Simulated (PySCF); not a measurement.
Vertical excitations of a molecule CH5FO2Si2 from TDA-PBE0/def2-SVPD (PySCF), as energy in eV (oscillator strength): 6.81 (0.016), 7.08 (0.007), 7.66 (0.007), 7.72 (0.016), 7.99 (0.008), 8.13 (0.014), 8.41 (0.010), 8.51 (0.014), 8.55 (0.027), 8.62 (0.094). Lowest triplet (TDA): 6.34 eV. Coordinates come from a B3LYP-D3(BJ)/def2-SVP optimisation. One conformer was computed; it need not be the lowest.

### Question
Which structure fits?
(A) O=C([SiH3])O[SiH2]F
(B) O=C[SiH2]O[SiH2]F
(C) F[Si@H]1OC[SiH2]O1
(D) F[Si@H]1O[C@@H]([SiH3])O1

### Answer
C, F[Si@H]1OC[SiH2]O1
